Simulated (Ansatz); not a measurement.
A nudged elastic band was laid between two geometries of GeH4O + H2O (9 atoms, charge 0, multiplicity 1).

The calculation used RHF/def2-mTZVP (Ansatz).

| Quantity | Value |
| --- | --- |
| movable images | 9 |
| climbing image | yes |
| spring | 5.0 eV/Å² |
| optimiser | quadratic models (default) |
| start path | through a guess of the saddle point |
| force threshold | 0.05 eV/Å |
| iteration limit | 60 |
| end points | relaxed |

Image 0:

```xyz
9
Properties=species:S:1:pos:R:3
Ge -0.272 0.626 -0.202
H 0.208 1.090 1.171
H 0.812 0.805 -1.272
H -1.555 1.352 -0.629
O -0.626 -1.103 -0.001
H -1.020 -1.537 -0.742
O 1.136 -2.969 1.557
H 0.533 -2.403 1.090
H 0.688 -3.225 2.349
```

Image 10:

```xyz
9
Properties=species:S:1:pos:R:3
Ge 0.253 -0.236 -0.654
H -0.889 -1.241 3.485
H 0.826 -0.048 -2.058
H 0.004 1.066 0.105
O -1.232 -1.142 -0.891
H -1.725 -1.353 -0.113
O 1.345 -1.152 0.374
H 1.636 -1.988 0.042
H -0.314 -1.269 3.030
```

(1) What changes between the two ends?

(2) What energy profile does the band end with?

(3) What is the geometry of the highest image?

Results:

(1) Bonds broken: Ge1–H2, O7–H9. Bonds formed: Ge1–O7, H2–H9. GeH4O + H2O becomes GeH4O2 + H2.

(2) It converged. The highest image is number 4 of 0 to 10, 62.6 kcal/mol above the first end and 62.3 kcal/mol above the last; the last end lies 0.3 kcal/mol above the first. A structure lower than the last end lies on the path between it and the top, so the climb from that side starts below the end, which may itself be a saddle point or a shallow side well. Neighbouring images differ by up to 2.5 eV, so the band resolves the path poorly. A vibrational analysis at the climbing image gives one clearly imaginary mode, 1676i cm⁻¹: a first-order saddle point. The orbitals stay closed-shell, which can raise the energy where a bond breaks towards radicals; this wasn't checked here.

```csv
image,path coordinate (Å),energy (kcal/mol),Ge1–H2 (Å),O7–H9 (Å),Ge1–O7 (Å)
0,0.00,0.0,1.53,0.94,4.24
1,1.11,0.4,1.53,0.94,3.75
2,2.22,3.2,1.53,0.94,3.38
3,3.33,23.1,1.57,0.95,2.56
4,4.44,62.6,2.07,1.11,1.90
5,5.74,5.0,2.96,2.20,1.75
6,7.05,0.9,3.77,2.74,1.76
7,8.35,0.3,4.59,2.98,1.76
8,9.66,0.2,4.82,2.94,1.76
9,10.97,0.2,4.70,2.96,1.76
10,12.28,0.3,4.41,3.13,1.76
```

(3) 
```xyz
9
Properties=species:S:1:pos:R:3:forces:R:3
Ge -0.089 -0.375 0.018 -0.03 0.00 0.02
H 0.911 0.311 1.697 0.03 0.00 -0.01
H 0.930 0.309 -0.875 0.01 0.00 0.01
H -1.263 0.419 0.584 -0.01 0.00 -0.01
O -0.882 -1.651 -0.945 0.01 -0.01 -0.01
H -1.702 -1.416 -1.349 0.00 0.01 0.01
O 0.767 -1.707 1.067 0.01 0.01 -0.01
H 0.237 -2.417 1.409 0.00 0.00 -0.01
H 0.997 -0.838 1.716 -0.02 0.00 0.01
```

The run took 16 min on 1 thread of Arm Neoverse V2, on a shared host, peak memory 0.21 GiB.
